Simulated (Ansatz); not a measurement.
```yaml
crystal:
  periodic: [false, false, false]
  atoms:
    - {symbol: Cu, position_ang: [1.100114, 1.610345, -0.318750]}
    - {symbol: Cu, position_ang: [1.912867, -0.520107, 0.170209]}
    - {symbol: Cu, position_ang: [0.075945, -1.931032, 0.435875]}
    - {symbol: Cu, position_ang: [-1.859065, -0.674512, 0.101554]}
    - {symbol: Cu, position_ang: [-1.229576, 1.519692, -0.372690]}
    - {symbol: H, position_ang: [-1.521583, -2.221443, 0.462738]}
    - {symbol: H, position_ang: [-0.002634, -0.002506, 0.004054]}
    - {symbol: H, position_ang: [-2.630618, 0.711516, -0.250602]}
    - {symbol: H, position_ang: [1.691410, -2.093573, 0.496154]}
    - {symbol: H, position_ang: [-0.102449, 2.666638, -0.594851]}
    - {symbol: H, position_ang: [2.565579, 0.934992, -0.133681]}
basis:
  gaussian: {orbitals: def2-TZVP, initial_orbitals: start.molden}
magnetization: {spin_polarized: true, initial_magnetization: 1}
hamiltonian: {xc: {name: wB97X-V}}
scf: {omitted_lower_state_checks: [starts]}
output: {orbitals: {seedname: orbitals}}
```

The file start.molden holds the orbitals of an earlier run on this structure, at another level or in another basis.

```sh
$ ansatz run in.yaml --threads 4 --pin off --events-out ev --progress --plain --max-ram 4787MiB
```

(1) Does this run fit into the memory that it is given?

Results:

(1) No. It has 261 basis functions, and Ansatz plans for 7 GiB where 5 GiB are given.
